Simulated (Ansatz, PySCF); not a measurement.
The pair A = CH4O (SMILES CO) (first 6 atoms), B = CH2O (SMILES C=O); geometry from B3LYP-D3(BJ)/def2-TZVP.
(charge 0, multiplicity 1):
```xyz
10

C      0.3107    -0.5600     0.2502
O     -0.3733     0.6218     0.6630
H      0.8571    -0.4036    -0.6845
H     -0.4510    -1.3199     0.0829
H      1.0027    -0.9150     1.0196
H      0.2790     1.3190     0.7897
C     -0.4571     0.2176     3.3571
O      0.6988     0.0207     3.6211
H     -0.9094     1.2253     3.4062
H     -1.1449    -0.5983     3.0709
```

Cores are frozen in the correlated methods. CBS(a, b) extrapolates the correlation energy as X⁻³ and adds the Hartree–Fock energy of set b. MP2 and its Hartree–Fock in aug-cc-pVTZ are density fitted.

Run with Ansatz (Gaussian basis) for Hartree–Fock, density functionals and correlated methods; PySCF for the dispersion terms. 

The monomers are drawn apart, rigid, along the line of their centres of mass. Counterpoise-corrected interaction energies (kcal/mol):

```csv
level,R = 4.121 Å,R = 5.211 Å
PBE/def2-TZVPPD,-1.3096,-0.5185
PBE-D3(BJ)/def2-TZVPPD,-1.7352,-0.6418
wB97M-V/def2-TZVPPD,-1.6475,-0.6703
"MP2/CBS(aug-cc-pVDZ, aug-cc-pVTZ) + ΔCCSD(T)/aug-cc-pVDZ",-1.6116,-0.6412
```

Question: R is the distance of the centres of mass. Find the local exponent m of E ∝ R⁻ᵐ between the two points.

Answer: 
m = ln(E₁/E₂)/ln(R₂/R₁): PBE/def2-TZVPPD 3.9; PBE-D3(BJ)/def2-TZVPPD 4.2; wB97M-V/def2-TZVPPD 3.8; MP2/CBS(aug-cc-pVDZ, aug-cc-pVTZ) + ΔCCSD(T)/aug-cc-pVDZ 3.9. For scale, two fixed dipoles give m = 3, dipole and quadrupole 4, quadrupoles 5, and dispersion or dipole-induced dipole 6 at long range; at these distances several terms mix, and what is left of overlap and damping shifts m, so it need not match one of them.

Ansatz is a program for electronic structure.
